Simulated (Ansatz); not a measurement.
Reaction (isomerisation): `[SeH]C1O[SiH2]1` → `C1O[SiH2][Se]1`

Isolated molecules relaxed with PBE0-D4/def2-TZVP in Ansatz; ΔE leaves out vibrations. CCSD(T)/CBS adds triple-zeta CCSD(T) − MP2 to the extrapolated MP2 energy (def2 sets, frozen cores). Functionals use def2-TZVPP. B3LYP here is the variant with VWN-RPA as its local correlation; programs differ in this. For Se outer-core shells are correlated without core-valence functions, which leaves a few kJ/mol of doubt a bond. Scalar relativity is left out up to krypton. Each species was taken in one conformer, which may not be the lowest.

`[SeH]C1O[SiH2]1`:

Cartesian coordinates in Å:
```
Se -0.402 1.030 1.915
C -0.395 -0.395 0.620
O 0.902 -0.996 0.298
Si 0.243 -0.304 -1.065
H 0.101 2.074 1.012
H -1.131 -1.138 0.922
H -0.179 -1.217 -2.148
H 0.861 0.946 -1.555
```

`C1O[SiH2][Se]1`:

```xyz
8

C     0.350   -0.365    1.098
O    -0.487    0.653    0.591
Si   -0.379    0.406   -1.050
Se    1.011   -1.309   -0.551
H    -0.210   -1.066    1.718
H     1.197    0.052    1.642
H    -1.684    0.066   -1.673
H     0.202    1.564   -1.775
```

CCSD(T)/CBS gives -172.6 kJ/mol.

Problem. Another level gave -165.4 kJ/mol. Which?
A. HF/def2-TZVPP
B. B3LYP-D4/def2-TZVPP
C. PBE-D4/def2-TZVPP
D. PBE0-D4/def2-TZVPP

Solution. B. B3LYP-D4 -165.4, HF/def2-TZVPP -193.8, PBE0-D4 -171.6, PBE-D4 -156.3 kJ/mol.

Largest T1 diagnostic among the species: 0.013.

From PBE to PBE0 (25 % exact exchange), in def2-TZVPP and without D4, ΔE moves by −15.5 kJ/mol. In def2-TZVPP, CCSD(T) changes the Hartree–Fock value by +23.9 kJ/mol (the triples alone add +3.6 kJ/mol) and MP2 by +20.6 kJ/mol.
